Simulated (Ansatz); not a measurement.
Reaction (ligand exchange at the In–S bond): `C[O][In]([SH])[O][SiH3]` + dimethylamine → `C[O][In]([O][SiH3])[N](C)C` + H₂S

Isolated molecules relaxed with PBE0-D4/def2-TZVP in Ansatz; ΔE leaves out vibrations. CBS: MP2 limit from def2 TZ/QZ plus the TZ coupled-cluster correction, frozen cores. This one scheme is used for every species. Functionals use def2-TZVPP. B3LYP here is the variant with VWN-RPA as its local correlation; programs differ in this. HSE06 is defined as in plane-wave codes. def2 core potentials past Kr. For In outer-core shells are correlated without core-valence functions, which leaves a few kJ/mol of doubt a bond. One conformer a species, not always the lowest.

`C[O][In]([SH])[O][SiH3]`:

Z-matrix (Å, degrees):
```
C
O 1 1.408
H 1 1.097 2 112.8
H 1 1.097 2 112.7 3 -122.5
H 1 1.095 2 107.9 3 118.8
In 2 1.968 1 121.4 3 59.6
O 6 1.978 2 116.4 1 -0.4
S 6 2.347 2 125.7 1 179.8
Si 7 1.627 6 139.7 2 1.3
H 8 1.345 6 91.4 2 179.9
H 9 1.492 7 111.6 6 58.5
H 9 1.488 7 109.3 6 178.4
H 9 1.492 7 111.6 6 -61.7
```

`CNC`:

Cartesian coordinates in Å:
```
C 0.974 -0.449 -0.556
N 0.151 -0.307 0.622
C -0.921 0.644 0.444
H 1.732 -1.217 -0.392
H 1.496 0.493 -0.751
H 0.410 -0.708 -1.470
H -0.228 -1.207 0.886
H -0.501 1.644 0.303
H -1.546 0.673 1.339
H -1.569 0.434 -0.425
```

`C[O][In]([O][SiH3])[N](C)C`:

Z-matrix (Å, degrees):
```
C
O 1 1.407
H 1 1.098 2 112.7
H 1 1.098 2 112.9 3 -122.4
H 1 1.095 2 108.1 3 118.8
In 2 1.972 1 121.2 3 64.0
O 6 1.983 2 117.3 1 1.6
N 6 1.983 2 126.2 1 178.0
Si 7 1.623 6 139.4 2 -2.8
C 8 1.440 6 123.5 2 7.6
C 8 1.441 6 121.8 2 176.9
H 9 1.493 7 111.8 6 63.1
H 9 1.488 7 109.5 6 -177.0
H 9 1.493 7 111.8 6 -57.1
H 10 1.092 8 111.4 6 -10.6
H 10 1.100 8 110.9 6 -130.3
H 10 1.101 8 112.1 6 110.1
H 11 1.092 8 111.1 6 9.9
H 11 1.100 8 110.9 6 129.6
H 11 1.101 8 112.0 6 -110.7
```

H₂S:

```xyz
3

S    -0.055   -0.288   -0.545
H     0.710    0.719   -0.100
H    -0.655   -0.430    0.645
```

```tsv
level	ΔE (kJ/mol)	difference from CCSD(T)/CBS
B3LYP-D4	87.4	6.1
r2SCAN0-D4	95.2	13.9
HSE06-D4	93.8	12.5
ωB97M-V	89.5	8.2
B2PLYP	89.0	7.7
r2SCAN	93.5	12.2
r2SCAN0	97.2	15.9
CAM-B3LYP	89.8	8.5
LC-ωPBE	89.1	7.8
HF/def2-SVP	100.9	19.6
CCSD/def2-SVP	82.1	0.8
CCSD(T)/def2-SVP	79.9	-1.4
HF/def2-TZVPP	103.8	22.5
MP2/def2-TZVPP	80.8	-0.5
HF/def2-QZVPP	102.6	21.3
CCSD/CBS(def2)	83.7	2.4
CCSD(T)/CBS	81.3	0
```

Largest T1 diagnostic among the species: 0.016.

In def2-TZVPP, CCSD(T) changes the Hartree–Fock value by −22.5 kJ/mol (the triples alone add −2.3 kJ/mol) and MP2 by −22.9 kJ/mol. The D4 term adds −7.2 kJ/mol with B3LYP and −4.3 kJ/mol with PBE0; it sums over pairs of atoms, weighted by their polarisabilities, and B3LYP, whose exchange is more repulsive, gets the larger term.

CCSD(T)/CBS has its own doubt, a few kJ/mol and more with outer-core shells, so smaller differences from it don't rank the levels.
